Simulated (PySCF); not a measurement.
Compound: C3H12BPSi.
Numbering: `[CH3:1][CH2:2][B:3]([CH3:4])[PH:5][SiH3:6]` (hydrogens: H7, H8, H9 on C1; H10, H11 on C2; H12, H13, H14 on C4; H15 on P5; H16, H17, H18 on Si6)

Geometry (PBE0-D3(BJ)/def2-SVP, Å), atoms numbered from 1 in this order:
```
atom  x, y, z in Å
C1    -2.635   -0.318    0.445
C2    -1.280   -0.956    0.164
B3    -0.103   -0.012   -0.292
C4    -0.174    1.547   -0.106
P5     1.431   -0.769   -1.142
Si6    3.038   -0.016    0.236
H7    -2.561    0.483    1.197
H8    -3.366   -1.052    0.821
H9    -3.065    0.132   -0.464
H10   -1.380   -1.801   -0.540
H11   -0.888   -1.436    1.086
H12    0.678    2.120   -0.499
H13   -1.100    1.939   -0.562
H14   -0.268    1.769    0.973
H15    1.376   -2.120   -0.687
H16    4.292   -0.784   -0.028
H17    3.272    1.426   -0.074
H18    2.708   -0.139    1.691
```

Linear response at CAM-B3LYP/def2-SVPD (PySCF, frozen core in the response, non-relativistic).

Static isotropic polarisability: 108.62 au (16.10 Å³), principal values 91.6, 103.3, 131.1 au.

(1) What is the polarisability at 1064 nm and at the sodium D line?

(2) What is the isotropic C6 coefficient between two such molecules, C6 = (3/π)∫α(iω)² dω?

(3) Which effective excitation energy ω̄ makes London's formula C6 = (3/4)α²ω̄ exact here?

(4) What three-body coefficient follows from the one-pole estimate C9 = (3/4)·α·C6?

(5) What n − 1 at the D line would an ideal gas of it have at 273.15 K and 1 atm (2.6868 × 10¹⁹ cm⁻³), by n − 1 = 2π·N·α′?

(6) How anisotropic is the static polarisability, by Δα² = ½[(α1 − α2)² + (α2 − α3)² + (α3 − α1)²]?

(7) What molar refraction at the D line follows from R = (4π/3)·N_A·α′, with α′ the polarisability volume?

(8) How many electrons N does the Slater–Kirkwood formula C6 = (3/4)·√N·α^(3/2) need to give this C6?

## Answers

(1) 109.81 au at 1064 nm (+1.1 %), 112.67 au at 589.3 nm (+3.7 %). The rise at 589.3 nm is 3.40 times that at 1064 nm; a pure ω² law gives 3.26. The lowest singlet lies at 245 nm, shorter than both wavelengths.

(2) 4176 au (Eh·bohr⁶) by a ten-point quadrature over imaginary frequencies, which is 2500 eV·Å⁶ or 241 J·nm⁶/mol.

(3) ω̄ = 4·C6/(3α²) = 0.472 Eh = 12.8 eV. A one-pole form α(ω) = α/(1 − ω²/ω̄²) fitted to the 1064 nm value gives 11.2 eV. London's choice of the ionisation energy (8.97 eV, ΔSCF at the same level) gives C6 = 2920 au, 30 % too low.

(4) 340000 au. This is an estimate from the two numbers above, not a computed integral.

(5) 28.19 × 10⁻⁴, a formal value whether or not that pressure can be reached.

(6) Δα = 35.1 au, or 0.32 of the isotropic value.

(7) α′ = 16.70 Å³ gives R = 42.12 cm³/mol, for isolated, non-vibrating species.

(8) N = (4·C6/3)²/α³ = 24.2; the species has 64 electrons in all.

One conformer stands for the species.
